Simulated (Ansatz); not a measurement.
`C[O][InH][NH2]`, relaxed with RKS PBE0-D4/def2-TZVP in Ansatz from a GFN2-xTB geometry. The force threshold is 0.005 eV/Å; the program also tests the step.

Charge 0, multiplicity 1. In: def2 effective core potential.

Start:

```xyz
10

C    -0.713   -1.458   -0.737
O     0.171   -0.509   -1.270
In    0.965    1.015   -0.307
N     0.375    1.159    1.665
H    -1.688   -1.372   -1.229
H    -0.314   -2.461   -0.922
H    -0.857   -1.343    0.347
H     2.050    1.806   -1.346
H    -0.643    1.135    1.692
H     0.654    2.028    2.108
```

(1) How much energy does the relaxation release, and in how many steps? (Best estimate.)

(2) Which bonds change most? (An estimate is asked.)

(3) Give the relaxed structure. (An estimate is asked.)

## Answers

(1) The calculation gave: 0.10 eV, in 29 steps, 6 of them rejected.

(2) Computed: In3–N4 from 2.064 to 2.009 Å; O2–In3 from 1.970 to 1.990 Å; N4–H9 from 1.019 to 1.008 Å; N4–H10 from 1.015 to 1.007 Å.

(3) Ansatz gave: 
```xyz
10

C    -0.644   -1.431   -0.629
O     0.348   -0.661   -1.245
In    1.046    1.002   -0.405
N     0.201    1.269    1.398
H    -1.599   -0.894   -0.525
H    -0.838   -2.319   -1.242
H    -0.354   -1.783    0.372
H     2.273    1.860   -1.193
H    -0.663    0.794    1.609
H     0.230    2.164    1.860
```
